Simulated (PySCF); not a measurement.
## Excitation energy of Se by level of theory

Se [Ar] 3d10 4s2 4p4 (3P) → Se [Ar] 3d10 4s1 4p5 (3P), as a difference of total energies. Calculation: PySCF 2.14, in def2-TZVPPD; no relativity, point nucleus. Correlated levels: valence: [Ar] 3d10 frozen; valence and next inner shell: [Ne] frozen. The calculations carry no spin-orbit coupling.

| method | excitation energy (cm⁻¹) |
| --- | --- |
| UHF | 90096 |
| LDA | 81985 |
| PBE | 81545 |
| PBE0 | 83944 |
| r2SCAN | 82473 |
| HSE06 | 84178 |
| wB97M-V | 85267 |
| wB97X | 86075 |
| PW91 | 81652 |
| MP2 (valence) | 83146 |
| SCS-MP2 (valence) | 82297 |
| MP2 (valence and next inner shell) | 83848 |
| SCS-MP2 (valence and next inner shell) | 82788 |

A first-order spin-orbit estimate (lowest level to lowest level, LS coupling) adds -0.012 eV.

The upper state lies above the first ionisation limit, where it may autoionise and the basis confines it.
